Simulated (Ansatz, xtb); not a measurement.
How methods differ on AlICl2 (SMILES [Cl][Al]([Cl])[I])

AlICl2: 4 atoms, total charge 0, spin state singlet. SMILES: `[Cl][Al]([Cl])[I]`. The shape is that of a PBE0-D4/def2-TZVP optimisation.

```xyz
4

Cl    0.8401    0.6024    1.8448
Al    0.0648   -0.0652    0.0411
Cl    0.5467   -1.9690   -0.6248
I    -1.3961    1.3716   -1.2813
```

Quantity: the energy change with the Al2–Cl3 bond stretched from 2.074 to 3.110 Å, in eV. The values are calculated.

| level | kind | program | value (eV) | CPU time (all runs) |
| --- | --- | --- | --- | --- |
| GFN1-xTB | semi-empirical | xtb | 2.48 | under 2 s |
| HF/def2-SVP (core potential) (restricted) | Hartree–Fock | Ansatz | 3.11 | 6.3 s |
| PBE/def2-SVP (core potential) (restricted) | GGA | Ansatz | 2.54 | 12 s |
| r2SCAN/def2-SVP (core potential) (restricted) | meta-GGA | Ansatz | 2.76 | 30 s |
| B3LYP/def2-SVP (core potential) (restricted) | global hybrid | Ansatz | 2.67 | 16 s |
| CAM-B3LYP/def2-SVP (core potential) (restricted) | range-separated hybrid | Ansatz | 2.94 | 17 s |
| wB97M-V/def2-SVP (core potential) (restricted) | range-separated hybrid | Ansatz | 3.00 | 3.1 min |
| RPA@PBE/def2-SVP (core potential) (restricted) | RPA | Ansatz | 2.74 | 24 s |
| MP2/def2-SVP (core potential) (restricted) | perturbation theory | Ansatz | 3.07 | 7.6 s |
| CCSD/def2-SVP (core potential) (restricted) | coupled cluster or CI | Ansatz | 3.00 | 22 s |

The first shape isn't each level's own minimum. The values span 2.48 to 3.11 eV. In the correlated wave-function rows the outer d shell of I is correlated, in sets not made for it. Times are those of the runs behind each value, whatever else they computed, on shared processors of several kinds: orders of magnitude only.
